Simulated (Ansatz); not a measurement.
Two isomers of CH3BrOSi: A = `O=C[SiH2]Br`, B = `BrC1O[SiH2]1`.

Computed with Ansatz on PBE0-D4/def2-TZVP structures; ΔE is electronic, products minus reactants. CCSD(T)/CBS is the MP2 limit (def2-TZVPP, def2-QZVPP) plus CCSD(T) − MP2 in def2-TZVPP, frozen cores. DFT in def2-TZVPP. B3LYP here is the variant with VWN-RPA as its local correlation; programs differ in this. For Br outer-core shells are correlated without core-valence functions, which leaves a few kJ/mol of doubt a bond. Scalar relativity is left out up to krypton. Each species was taken in one conformer, which may not be the lowest.

Question: Which isomer does CCSD(T)/CBS put lower? Give the gap. (Best estimate.)

Answer: Ansatz gave: A, by 26.5 kcal/mol.

Question: Give E(B) − E(A) in kcal/mol with B3LYP, CCSD/def2-TZVPP, BLYP-D4, B3LYP-D4, r2SCAN-D4, PBE0-D4, CCSD(T)/def2-SVP. (Best estimate.)

Answer: Computed: B3LYP 27.9, CCSD/def2-TZVPP 27.5, BLYP-D4 27.1, B3LYP-D4 27.6, r2SCAN-D4 24.4, PBE0-D4 25.1, CCSD(T)/def2-SVP 34.3. None reverses the order clearly.

Question: Does the order hold for the free energy at 298.15 K (harmonic terms from PBE0-D4)? (Estimate.)

Answer: Ansatz gave: Yes: G(B) − G(A) = +28.8 kcal/mol, for one conformer each. Modes under 60 cm⁻¹, often nearly free rotors, make the harmonic entropy too high.

Largest T1 diagnostic: 0.012.

From PBE to PBE0 (25 % exact exchange), in def2-TZVPP and without D4, E(B) − E(A) moves by +0.9 kcal/mol. Leaving LDA and LC-ωPBE aside and taking each functional with its dispersion term where it has one, the values, not all of them listed here, spread over 5.0 kcal/mol, from PBE-D4 to BHLYP-D4. LDA lies −6.1 kcal/mol from PBE without D4.
